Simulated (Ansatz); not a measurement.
Job for Ansatz (a quantum-chemistry and plane-wave program): R-B3LYP-D3(BJ)/def2-TZVP on LiH (SMILES [LiH]).

Ansatz 0.2 input:
```yaml
crystal:
  periodic: [false, false, false]
  atoms:
    - {symbol: Li, position_ang: [0.68774304, 0.00000000, 0.00000000]}
    - {symbol: H, position_ang: [-0.68774304, -0.00000000, 0.00000000]}
basis:
  gaussian:
    orbitals: def2-TZVP
hamiltonian:
  xc: b3lyp
  dispersion: d3bj
relax: {f_tol: 0.003, max_steps: 120}
```

The log:

```
Functional definition: B3LYP
[...]
integrals: 0.00 GiB planned
173 factors; their error is unknown
mean field: 0.05 GiB planned
mean field evaluation 1: about -218.7790 eV, gradient 1.5e1 eV
mean field evaluation 2: about -219.3392 eV, gradient 8.9e0 eV
mean field evaluation 4: about -219.8573 eV, gradient 6.4e-2 eV
mean field evaluation 8: about -219.8572 eV, gradient 8.1e-4 eV
mean field -219.85719033 eV, -8.0796027201 hartree, gradient 7.7e-6 eV, S^2 0.000000; 0 other end points of the search recorded, 0 dependent functions left out
the calculation of the forces begins
reference -219.85740892 eV, -8.0796107533 hartree; 2, 2 occupied and 18, 18 virtual orbitals, 173 factors
relax step   1: F+E_penalty+E_count = -219.86875824 eV  Δ(F+E_penalty+E_count) = +0.000e0 eV  max|allowed force component| = 2.091e0 eV/Å  Δτ_max = 0.0000 Å  (24 SCF iters, accepted)
these checks for a lower state are left out or cut short: starts, cluster_reference, orbital_swaps, neighbouring_geometries, increment
integrals: 0.00 GiB planned
173 factors; their error is unknown
mean field: 0.05 GiB planned
mean field evaluation 16: about -220.0220 eV, gradient 1.6e-5 eV
mean field -220.02196412 eV, -8.0856580450 hartree, gradient 2.1e-5 eV, S^2 0.000000; 0 other end points of the search recorded, 0 dependent functions left out
the calculation of the forces begins
reference -220.02218371 eV, -8.0856661151 hartree; 2, 2 occupied and 18, 18 virtual orbitals, 173 factors
relax step   2: F+E_penalty+E_count = -220.03352765 eV  Δ(F+E_penalty+E_count) = -1.648e-1 eV  max|allowed force component| = 7.353e-1 eV/Å  Δτ_max = 0.0603 Å  (22 SCF iters, accepted)
these checks for a lower state are left out or cut short: starts, cluster_reference, orbital_swaps, neighbouring_geometries, increment
integrals: 0.00 GiB planned
173 factors; their error is unknown
mean field: 0.05 GiB planned
mean field -220.05462345 eV, -8.0868582535 hartree, gradient 2.1e-5 eV, S^2 0.000000; 0 other end points of the search recorded, 0 dependent functions left out
the calculation of the forces begins
reference -220.05484319 eV, -8.0868663289 hartree; 2, 2 occupied and 18, 18 virtual orbitals, 173 factors
relax step   3: F+E_penalty+E_count = -220.06620096 eV  Δ(F+E_penalty+E_count) = -3.267e-2 eV  max|allowed force component| = 5.784e-2 eV/Å  Δτ_max = 0.0430 Å  (23 SCF iters, accepted)
these checks for a lower state are left out or cut short: starts, cluster_reference, orbital_swaps, neighbouring_geometries, increment
integrals: 0.00 GiB planned
173 factors; their error is unknown
mean field: 0.05 GiB planned
mean field -220.05486624 eV, -8.0868671759 hartree, gradient 8.8e-6 eV, S^2 0.000000; 0 other end points of the search recorded, 0 dependent functions left out
the calculation of the forces begins
reference -220.05508593 eV, -8.0868752493 hartree; 2, 2 occupied and 18, 18 virtual orbitals, 173 factors
relax step   4: F+E_penalty+E_count = -220.06644755 eV  Δ(F+E_penalty+E_count) = -2.466e-4 eV  max|allowed force component| = 6.953e-3 eV/Å  Δτ_max = 0.0049 Å  (21 SCF iters, accepted)
these checks for a lower state are left out or cut short: starts, cluster_reference, orbital_swaps, neighbouring_geometries, increment
integrals: 0.00 GiB planned
173 factors; their error is unknown
mean field: 0.05 GiB planned
mean field evaluation 32: about -220.0553 eV, gradient 1.6e-2 eV
mean field -220.05487039 eV, -8.0868673284 hartree, gradient 1.4e-5 eV, S^2 0.000000; 0 other end points of the search recorded, 0 dependent functions left out
the calculation of the forces begins
reference -220.05509009 eV, -8.0868754020 hartree; 2, 2 occupied and 18, 18 virtual orbitals, 173 factors
relax step   5: F+E_penalty+E_count = -220.06645125 eV  Δ(F+E_penalty+E_count) = -3.701e-6 eV  max|allowed force component| = 3.326e-5 eV/Å  Δτ_max = 0.0005 Å  (16 SCF iters, accepted)
integrals: 0.00 GiB planned
173 factors; their error is unknown
mean field: 0.05 GiB planned
mean field -220.05487039 eV, -8.0868673284 hartree, gradient 1.4e-5 eV, S^2 0.000000; 1 other end points of the search recorded, 0 dependent functions left out
the calculation of the forces begins
reference -220.05509009 eV, -8.0868754020 hartree; 2, 2 occupied and 18, 18 virtual orbitals, 173 factors
Total energy: -220.06667095 eV, -8.0873009908 hartree
Atom 0 at     0.795365     0.000000    -0.000000 Å, force     0.000033     0.000000    -0.000000 eV/Å
Atom 1 at    -0.795365    -0.000000     0.000000 Å, force    -0.000033    -0.000000     0.000000 eV/Å
Dipole moment:     1.190355     0.000000     0.000000 e Å
```

The run converged.

Cost: very roughly 2.5 core-seconds.
